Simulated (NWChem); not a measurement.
System: SiHCl$_{2}$, doublet; SMILES Cl[SiH]Cl

The following NWChem deck was run.

```
start job
memory heap 200 mb stack 900 mb global 1100 mb
geometry units angstroms
  Cl    -0.380587    -0.009598     1.693524
  Si     0.792621     0.116308     0.000000
  Cl    -0.380587    -0.009598    -1.693524
  H      1.733225    -1.047424     0.000000
end
basis spherical
  * library def2-svp
end
dft
  odft
  mult 2
  xc xcamb88 1.00 lyp 0.81 vwn_5 0.19 hfexch 1.00
  cam 0.33 cam_alpha 0.19 cam_beta 0.46
  iterations 150
end
driver
  maxiter 120
end
task dft optimize
task dft freq
```

In the optimisation the excess spin sits in a' (Cs, its own frame). No stability test was run on the SCF state.

The level has its own optimisation; frequencies are unscaled.

### Question
What results follow from this input? (CAM-B3LYP/def2-SVP, spin-unrestricted.) Quantities: r Cl–Si (Å); r H–Si (Å); highest harmonic frequency (cm⁻¹); lowest (cm⁻¹); zero-point energy (kcal/mol).

### Answer
```
Property                           Value
---------------------------------  -----
r Cl–Si (Å)                        2.063
r H–Si (Å)                         1.492
highest harmonic frequency (cm⁻¹)   2211
lowest (cm⁻¹)                        185
zero-point energy (kcal/mol)         7.1
```
